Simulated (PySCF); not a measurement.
**Dipole response of Ir (iridium, neutral)**

[Xe] 4f14 5d7 6s2, high-spin 4F determinant. All numbers are calculated (PySCF 2.14, a scalar-relativistic core potential, in aug-cc-pwCVTZ-PP with ECP60MDF). Coupled (time-dependent) response in atomic units; α is the mean over directions.

| method | mean α (bohr³) | C₆ (like pair) | S(−4) |
| --- | --- | --- | --- |
| MN15 | 47.99 | 524.2 | 792.5 |

S(−4) is the Cauchy moment in α(ω) = α(0) + S(−4) ω² + …

Reference α: 54 ± 7 bohr³ (recommended; Schwerdtfeger and Nagle, table of static dipole polarizabilities (2023 update)). Published C₆: 522.0 (Gould and Bucko (2016)).

Spin-orbit coupling is absent.

α(iu) at MN15:

```
u (hartree)  α(iu) (bohr³)
          0          47.99
     0.0500          46.12
      0.100          41.51
      0.200          30.86
      0.300          22.89
      0.500          14.16
      0.750          9.147
       1.00          6.527
       1.50          3.886
       2.00          2.599
       3.00          1.397
       5.00         0.5871
```

Energies and moments cover only the electrons outside the core potential. Spin-orbit coupling, absent here, splits the open shell strongly.
